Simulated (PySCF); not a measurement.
SMILES C[Si](C)(C)[Be][F], GFN2-xTB optimised geometry.

```
15

Be    -1.30    -1.86    -1.62
F     -1.87    -2.59    -2.64
Si    -0.39    -0.70     0.00
C     -0.86    -1.29     1.76
C     -0.86     1.17     0.00
C      1.53    -0.70     0.00
H     -0.39    -0.69     2.54
H     -1.93    -1.25     1.93
H     -0.55    -2.32     1.93
H     -1.93     1.30     0.10
H     -0.56     1.65    -0.92
H     -0.39     1.70     0.82
H      1.92    -0.28    -0.92
H      1.92    -1.70     0.10
H      1.93    -0.11     0.82
```

Density from PBE0/def2-TZVP run with PySCF at that geometry.

Minimum of the electron density along straight lines between bonded atoms, close to the bond critical point (lines longer than 1.1 times the sum of covalent radii, or with two minima, are not listed):

```tsv
bond	length / Å	ρ at the minimum / e bohr⁻³	∇²ρ there / e bohr⁻⁵	position (fraction from the first atom)
Be1–F2	1.377	0.138	1.39	0.36
Be1–Si3	2.193	0.073	-0.03	0.30
Si3–C4	1.920	0.112	0.15	0.39
Si3–C5	1.920	0.112	0.15	0.39
Si3–C6	1.920	0.112	0.15	0.39
C4–H7	1.087	0.274	-0.92	0.64
C4–H8	1.086	0.275	-0.92	0.64
C4–H9	1.086	0.275	-0.92	0.64
C5–H10	1.086	0.275	-0.92	0.64
C5–H11	1.086	0.275	-0.92	0.64
C5–H12	1.087	0.274	-0.92	0.64
C6–H13	1.086	0.275	-0.92	0.64
C6–H14	1.086	0.275	-0.92	0.64
C6–H15	1.087	0.274	-0.92	0.64
```
